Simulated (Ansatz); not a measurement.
Ansatz (a program for electronic structure) input (CCSD(T)/aug-cc-pVTZ):

Ansatz 0.2 input:
```yaml
crystal:
  periodic: [false, false, false]
  atoms:
    - {symbol: B, position_ang: [0.15431734, -0.02991672, 0.03684712]}
    - {symbol: F, position_ang: [-0.50430122, 1.20968830, 0.10957048]}
    - {symbol: F, position_ang: [-0.79783028, -0.95725066, -0.42048687]}
    - {symbol: O, position_ang: [1.36844961, -0.26529440, 0.32675150]}
basis:
  gaussian:
    orbitals: aug-cc-pVTZ
total_charge: -1
magnetization: {spin_polarized: false}
correlation: {method: ccsd_t, electrons: outside_noble_gas}
```

Output:

```
Functional definition: HF
integrals: 0.65 GiB planned
1137 factors; integrals over basis functions are off by at most 1.1e-3 eV
mean field: 0.68 GiB planned
mean field evaluation 1: about -8126.6156 eV, gradient 3.6e1 eV
mean field evaluation 2: about -8126.6159 eV, gradient 3.6e1 eV
mean field evaluation 4: about -8129.2074 eV, gradient 3.0e0 eV
mean field evaluation 8: about -8129.2393 eV, gradient 1.6e-1 eV
mean field evaluation 16: about -8129.2350 eV, gradient 9.1e-1 eV
mean field -8129.23942978 eV, -298.7440388482 hartree, gradient 2.5e-6 eV, S^2 0.000000; 0 other end points of the search recorded, 0 dependent functions left out
4 core orbitals not correlated
reference -8129.23942978 eV, -298.7440388482 hartree; 12, 12 occupied and 168, 168 virtual orbitals, 1137 factors
second order -23.63119792 eV of doubles, -0.00000000 eV of singles
coupled cluster: 1.22 GiB planned
cycle   1  -22.89526538 eV  change    7.4e-1 eV  update   1.1e-1
cycle   2  -23.38647689 eV  change   -4.9e-1 eV  update   3.2e-2
cycle   3  -23.50021273 eV  change   -1.1e-1 eV  update   1.5e-2
cycle   4  -23.48211718 eV  change    1.8e-2 eV  update   3.7e-3
cycle   5  -23.47638331 eV  change    5.7e-3 eV  update   1.8e-3
cycle   6  -23.47747860 eV  change   -1.1e-3 eV  update   6.3e-4
cycle   7  -23.47772806 eV  change   -2.5e-4 eV  update   2.6e-4
cycle   8  -23.47756866 eV  change    1.6e-4 eV  update   1.0e-4
cycle   9  -23.47752987 eV  change    3.9e-5 eV  update   3.6e-5
cycle  10  -23.47757907 eV  change   -4.9e-5 eV  update   1.6e-5
cycle  11  -23.47755399 eV  change    2.5e-5 eV  update   5.5e-6
perturbative correction -0.85162054 eV, -0.0312964776 hartree
Total energy: -8153.56860431 eV, -299.6381195212 hartree
```

It need not be the lowest isomer of its formula. Whether it binds its extra electron was not tested at this geometry.
